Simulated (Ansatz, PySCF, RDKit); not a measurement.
Complex: N2 (SMILES N#N) (first 2 atoms) with CH3F (SMILES CF); geometry from B3LYP-D3(BJ)/def2-TZVP, rigid monomers moved along the line of their centres of mass till N1···F4 is 3.57 Å.
(charge 0, multiplicity 1):
| atom | x (Å) | y (Å) | z (Å) |
|---|---|---|---|
| N | -0.4320 | 0.0213 | -0.0446 |
| N | 0.4995 | 0.0534 | -0.6109 |
| C | -0.3576 | -0.6545 | 3.8904 |
| F | 0.8596 | -0.6281 | 3.2180 |
| H | -1.1573 | -0.4703 | 3.1726 |
| H | -0.4822 | -1.6354 | 4.3506 |
| H | -0.3515 | 0.1223 | 4.6561 |

Counterpoise-corrected where a basis set is named; no monomer relaxation. Rows marked so take none. RDKit's UFF carries no charges.

Correlated levels freeze the cores. CBS(a, b) extrapolates the correlation energy as X⁻³ and adds the Hartree–Fock energy of set b. Rows in 6-31G* carry no dispersion term and start afresh at each structure (6-31G* with six Cartesian d functions). MP2/6-31G* freezes PySCF's default core.

Codes used: Ansatz (Gaussian basis) for Hartree–Fock, density functionals and correlated methods; PySCF for 6-31G* rows; RDKit for the force fields. 

```csv
level,interaction energy (kcal/mol)
UFF,-0.33
HF/aug-cc-pVTZ,-0.14
BP86/6-31G* (no counterpoise),-0.12
PBE0/def2-TZVPPD,-0.38
MP2/6-31G*,-0.46
MP2/6-31G* (no counterpoise),-0.74
MP2/aug-cc-pVTZ,-0.66
CCSD(T)/aug-cc-pVDZ,[?]
"MP2/CBS(aug-cc-pVDZ, aug-cc-pVTZ) + ΔCCSD(T)/aug-cc-pVDZ",-0.63
```

What belongs in the gaps?


- CCSD(T)/aug-cc-pVDZ, interaction energy (kcal/mol): -0.57

Ansatz is a first-principles code.
